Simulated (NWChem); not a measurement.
## A calculation on FGa

```xyz
2

Ga     0.0000     0.0000    -0.4046
F      0.0000     0.0000     1.3936
```
Charge 0, spin multiplicity 1.

All runs are NWChem calculations. All single points use one geometry, from PBE/def2-SVP, a minimum by its harmonic frequencies.

Symmetry labels belong to the abelian group C2v used in the runs, with the axes of the coordinates shown; states degenerate in a higher group split over its labels.

The Hamiltonian is non-relativistic. The correlated methods keep 10 core orbitals frozen. The structure started from a generated list of species.

Task: List the 4 singlet excitations that EOM-CCSD/def2-SVPD, 10 core orbitals frozen gives, with oscillator strengths.

Result: 
| state | symmetry | energy (eV) | wavelength (nm) | f |
|---|---|---|---|---|
| 1 | b2 | 5.80 | 214 | 0.310 |
| 2 | b1 | 5.80 | 214 | 0.310 |
| 3 | a1 | 7.70 | 161 | 0.516 |
| 4 | a2 | 8.32 | 149 | 0.000 |
These are the lowest roots of each symmetry, so higher states are missing between them.
